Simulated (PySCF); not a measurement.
Isomers of C8H7N, one conformer each; single-point electronic energies without zero-point terms and without any empirical dispersion term.

Computed with PySCF at PBE0/pcSseg-1, non-relativistic, each on one gas-phase PBE0-D3(BJ)/def2-SVP geometry that isn't relaxed in the solvent. The solvent is an IEF-PCM continuum (cavity from Bondi-type radii × 1.2). Specific hydrogen bonds and non-electrostatic terms are outside this model.

```
            isomer  relative energy, gas (kJ/mol)  dipole (D)
`c1cccc2[nH]ccc21`                            0.0        2.23
    `N#Cc1ccccc1C`                           51.4        4.29
   `c1ccn2cccc2c1`                           52.8        1.21
  `Cc1cccc(C#N)c1`                           54.0        4.99
   `C=C=Cc1ccccn1`                          196.5        2.18
    `CC#Cc1cccnc1`                          197.5        2.68
```

Q: How do the relative energies look in chloroform (ε = 4.711)?

A: 
```csv
isomer,"relative energy, solvent (kJ/mol)",E(solvent) − E(gas) (kJ/mol),dipole in solvent (D)
`c1cccc2[nH]ccc21`,0.0,-21.0,2.88
`N#Cc1ccccc1C`,52.4,-20.0,5.32
`c1ccn2cccc2c1`,59.2,-14.6,1.62
`Cc1cccc(C#N)c1`,54.0,-21.0,6.11
`C=C=Cc1ccccn1`,201.7,-15.7,2.84
`CC#Cc1cccnc1`,200.6,-17.9,3.30
```

The lowest stays, but the order above it changes. Conformers: `[CH2:1]=[C:2]=[CH:3][c:4]1[cH:5][cH:6][cH:7][cH:8][n:9]1` with C2–C3–C4–C5 0°. The gains span 6.4 kJ/mol, the gas-phase energies 197.5 kJ/mol.
